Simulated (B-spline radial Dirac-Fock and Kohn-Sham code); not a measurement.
## Relativistic shifts of the levels of Ti⁶⁺

System: the Ti⁶⁺ ion, [Ne] 3s2 3p4.

Both columns are ΔSCF binding energies of the configuration average from a radial finite-basis atomic code: non-relativistic Hartree-Fock with a point nucleus, and Dirac-Fock with a finite nucleus and the Coulomb interaction alone, averaged over the two j levels with weights 2j+1.

| shell | Hartree-Fock (eV) | Dirac-Fock (eV) | shift (eV) | shift (%) |
| --- | --- | --- | --- | --- |
| 1s | 5070.8 | 5103.0 | +32.27 | +0.64 |
| 2s | 685.5 | 691.8 | +6.28 | +0.92 |
| 3s | 169.5 | 170.5 | +1.07 | +0.63 |
| 3p | 141.9 | 142.0 | +0.15 | +0.11 |

Relativity binds 1s, 2s, 3s, 3p more strongly, among those listed most of all 2s in relative terms.

Values without a named source are computed, but for edge energies of neutral atoms, which are taken from tables.
